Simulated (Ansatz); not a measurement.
Geometry optimisation, DFT PBE, scalar-relativistic, plane waves, PAW (Ansatz).

Input:

```yaml
crystal:
  lattice:
    - [0.0, 5.43, 5.43]
    - [5.43, 0.0, 5.43]
    - [5.43, 5.43, 0.0]
  atoms:
    - { symbol: Si, position: [0.0, 0.0, 0.0] }
    - { symbol: Si, position: [0.125, 0.125, 0.125] }
    - { symbol: Si, position: [0.0, 0.0, 0.5] }
    - { symbol: Si, position: [0.125, 0.125, 0.625] }
    - { symbol: Si, position: [0.0, 0.5, 0.0] }
    - { symbol: Si, position: [0.125, 0.625, 0.125] }
    - { symbol: Si, position: [0.0, 0.5, 0.5] }
    - { symbol: Si, position: [0.125, 0.625, 0.625] }
    - { symbol: Si, position: [0.5, 0.0, 0.0] }
    - { symbol: Si, position: [0.625, 0.125, 0.125] }
    - { symbol: Si, position: [0.5, 0.0, 0.5] }
    - { symbol: Si, position: [0.625, 0.125, 0.625] }
    - { symbol: Si, position: [0.5, 0.5, 0.0] }
    - { symbol: Si, position: [0.625, 0.625, 0.125] }
    - { symbol: Si, position: [0.5, 0.5, 0.5] }
    - { symbol: Si, position: [0.625, 0.625, 0.625] }
    - { symbol: C, position: [0.8749756, 0.8823105, 0.380843], spin: 1.0 }
magnetization:
  spin_polarized: true
basis:
  ecutwfc: 420.0
kpoints:
  mp_grid: { grid: [2, 2, 2] }
hamiltonian:
  xc: pbe
  pseudopotentials: { kind: paw, azcp: { folder: soft_1 } }
scf:
  occupations: { method: fermi_dirac, width: 0.02 }
  lower_state_search: "off"
relax:
  f_tol: 0.08
  max_steps: 25
  adjacent_minimum: "off"
```

Command:

```bash
$ ansatz run input.yaml --threads 1 --pin off --max-ram 3072MiB --backend cpu --events-out ev --progress --plain --runs-dir out
```

Q: Where does it end, and by what steps?

A: It converged. Limits of this set-up: coarse k mesh, a small cell, in which the defect meets its images. After 13 steps the energy has fallen by 1.583 eV; C17 moved furthest, 1.62 Å. Joined: Si12–C17 (2.64 → 1.76 Å).

```tsv
step	energy less start (eV)	largest force component (eV/Å)	accepted
0	0.0000	0.544	yes
1	-0.1182	0.362	yes
2	-0.2202	0.251	yes
3	-0.2557	0.215	yes
4	-0.3033	0.314	yes
5	-0.3783	0.518	yes
6	-0.6527	1.075	yes
7	-0.9272	0.941	yes
8	-1.1493	0.754	yes
9	-1.3451	0.813	yes
10	-1.4674	0.309	yes
11	-1.5471	0.493	yes
12	-1.5788	0.187	yes
13	-1.5834	0.041	yes
```

```xyz
17
Lattice="0.0000 5.4300 5.4300 5.4300 0.0000 5.4300 5.4300 5.4300 0.0000" Properties=species:S:1:pos:R:3
Si -0.229 -0.034 0.037
Si 1.203 1.308 1.319
Si 2.467 2.584 -0.134
Si 3.777 4.071 1.351
Si 2.558 0.018 2.730
Si 3.928 1.361 4.073
Si 5.199 2.755 2.678
Si 6.633 4.036 4.019
Si 0.072 2.894 2.548
Si 1.210 4.118 4.132
Si 2.474 5.559 2.841
Si 4.804 6.781 4.077
Si 2.567 2.708 5.420
Si 3.873 4.076 6.796
Si 5.509 5.254 5.618
Si 6.640 6.850 6.831
C 8.473 6.780 9.506
```

Time of the run: 3.2 min on 1 thread of Arm Neoverse V2, with other jobs on the host, peak memory 0.66 GiB.
